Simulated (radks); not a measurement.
Values are calculated unless marked as measured or tabulated.
Q: Ag I, 47 electrons, occupied as [Kr] 4d10 5s1 (the NIST ground configuration). Level of theory: scalar-relativistic Kohn-Sham, r2SCAN, spin-polarised, spherical densities, finite nucleus; open shells are filled with parallel spins first (spin-orbit coupling, left out, can overturn this in heavy ions); meta-GGA in the generalised Kohn-Sham scheme; Fermi nuclear charge, rms radius 4.5454 fm; hard spherical wall at 12 bohr (a radial shooting solver on a logarithmic mesh with Libxc functionals). Some entries of the table are withheld. Estimate them.

orbital,occ.,eigenvalue (Ry),<r> (bohr),<1/r> (bohr^-1)
1s up,1,-1865.350,0.03112,49.43
1s down,1,-1865.348,0.03112,49.43
2s down,1,-275.6725,0.1349,11.25
2s up,1,-275.6708,0.1349,11.25
2p down,3,-247.0578,0.1177,10.85
2p up,3,-247.0569,0.1177,10.85
3s up,1,-50.95787,0.3677,3.957
3s down,1,-50.95689,0.3677,3.957
3p up,3,-41.48289,0.3670,3.763
3p down,3,-41.48203,0.3670,3.763
3d down,5,-26.57710,0.3458,3.529
3d up,5,-26.57706,0.3458,3.529
4s down,1,-7.17445,0.9154,1.502
4s up,1,-7.17240,0.9155,1.502
4p down,3,-4.42978,1.003,1.349
4p up,3,-4.42821,1.004,1.349
4d up,5,-0.56698,1.425,0.9649
4d down,5,-0.55110,1.394,0.9792
5s up,1,-0.36448,(1),0.4078
5s down,0,-0.25421,(2),0.4063
5p up,0,-0.04090,4.164,0.2985
5p down,0,0.01542,5.166,0.2423
6s down,0,0.10506,7.429,0.1703
6s up,0,0.19788,6.791,0.1984
4f down,0,0.27871,8.174,0.1279
4f up,0,0.45459,7.734,0.1387

A: 
(1) 5s up <r> (bohr): 3.125
(2) 5s down <r> (bohr): 3.179
